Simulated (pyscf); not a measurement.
# `[NH2][Si]([NH2])([NH2])[Cl]`, singlet

Gas-phase minimum from PySCF at ωB97X-D3(BJ)/def2-SVP, one conformer. 

```xyz
11

N     -1.4641     0.7449    -2.0808
Si    -0.9161    -0.6846    -1.3190
N     -1.5932    -0.6640     0.2622
N      0.7766    -0.7559    -1.6149
Cl    -1.5871    -2.5112    -2.0754
H     -2.4170     1.0613    -1.9411
H     -1.0981     1.0090    -2.9885
H     -1.4335     0.1187     0.8868
H     -1.7466    -1.5308     0.7639
H      1.3854     0.0118    -1.3544
H      1.2595    -1.6466    -1.6181
```

Bonds (Å): N1–Si2 1.710, N1–H6 1.014, N1–H7 1.014, Si2–N3 1.720, Si2–N4 1.720, Si2–Cl5 2.088, N3–H8 1.014, N3–H9 1.013, N4–H10 1.014, N4–H11 1.013. Bond angles (°): Si2–N1–H6 120.0, Si2–N1–H7 120.1, H6–N1–H7 112.4, N1–Si2–N3 105.9, N1–Si2–N4 105.9, N1–Si2–Cl5 117.8, N3–Si2–N4 123.1, N3–Si2–Cl5 102.5, N4–Si2–Cl5 102.6, Si2–N3–H8 120.9, Si2–N3–H9 120.3, H8–N3–H9 112.3, Si2–N4–H10 121.0, Si2–N4–H11 120.4 (the first ones only).

Properties at ωB97X-D3(BJ)/def2-SVP:

Harmonic wavenumbers, unscaled: 148, 181, 243, 260, 289, 296, 311, 347, 384, 448, 451, 523, 767, 781, 833, 861, 945, 954, 1538, 1542, 1545, 3628, 3629, 3630, 3730, 3731, 3732 cm⁻¹
Zero-point energy: 51.1 kcal/mol
Rotational symmetry number: 1
Entropy of this conformer at 298 K and 1 atm, rigid rotor and harmonic oscillator, modes under 100 cm⁻¹ raised to 100: 357.7 J/(mol K)
Dipole moment: 2.65 D

Single-point totals, which compare only within one level:

```
level                   total energy (hartree)
----------------------  ----------------------
ωB97X-D3(BJ)/def2-TZVP              -917.91634
PBE/def2-TZVP                       -917.28186
r²SCAN/def2-TZVP                    -917.67931
B3LYP-D3(BJ)/def2-TZVP              -917.87931
PBE0-D3(BJ)/def2-TZVP               -917.36899
M06-2X/def2-TZVP                    -917.72486
ωB97M-D3(BJ)/def2-TZVP              -917.96716
```

Soft torsions are taken as harmonic, which can shift the entropy by several J/(mol K).
